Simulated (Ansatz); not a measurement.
CH4FNOSi. Total charge 0; spin multiplicity 1. The bonds changed during the relaxation, so this is another structure than the one it started from. Geometry: relaxed with PBE0-D4/def2-TZVP. It is one conformer, not always the lowest.

```xyz
9

N    -0.591    0.350   -1.450
C    -0.210   -0.314   -0.367
O    -0.911   -0.305    0.685
Si    0.263    0.307    2.038
F     0.947   -1.153    2.335
H    -1.388    0.963   -1.396
H    -0.017    0.364   -2.274
H     0.666   -0.955   -0.465
H     1.241    0.743    0.896
```

(1) What is the dipole moment at ωB97M-V/def2-TZVPP? (Best estimate.)

(2) And with PBE, r2SCAN, B3LYP? (Best estimate.)

(3) Give the Mulliken charges with ωB97M-V, r2SCAN, B3LYP in def2-TZVPP. (An estimate is asked.)

## Answers

(1) The calculation gave: 6.98 D, with components (-0.94, 0.87, -6.86) D in this frame, pointing from negative to positive charge.

(2) Ansatz gave: PBE 6.20 D, r2SCAN 6.48 D, B3LYP 6.59 D.

(3) Ansatz gave: 
```json
{"atom": "N1", "ωB97M-V": "-0.16", "r2SCAN": "-0.25", "B3LYP": "-0.20"}
{"atom": "C2", "ωB97M-V": "0.20", "r2SCAN": "0.26", "B3LYP": "0.19"}
{"atom": "O3", "ωB97M-V": "-0.31", "r2SCAN": "-0.33", "B3LYP": "-0.32"}
{"atom": "Si4", "ωB97M-V": "0.26", "r2SCAN": "0.34", "B3LYP": "0.34"}
{"atom": "F5", "ωB97M-V": "-0.34", "r2SCAN": "-0.35", "B3LYP": "-0.35"}
{"atom": "H6", "ωB97M-V": "0.17", "r2SCAN": "0.20", "B3LYP": "0.19"}
{"atom": "H7", "ωB97M-V": "0.16", "r2SCAN": "0.20", "B3LYP": "0.19"}
{"atom": "H8", "ωB97M-V": "0.18", "r2SCAN": "0.13", "B3LYP": "0.15"}
{"atom": "H9", "ωB97M-V": "-0.16", "r2SCAN": "-0.19", "B3LYP": "-0.19"}
```

B3LYP here is the variant with VWN-RPA as its local correlation; programs differ in this.
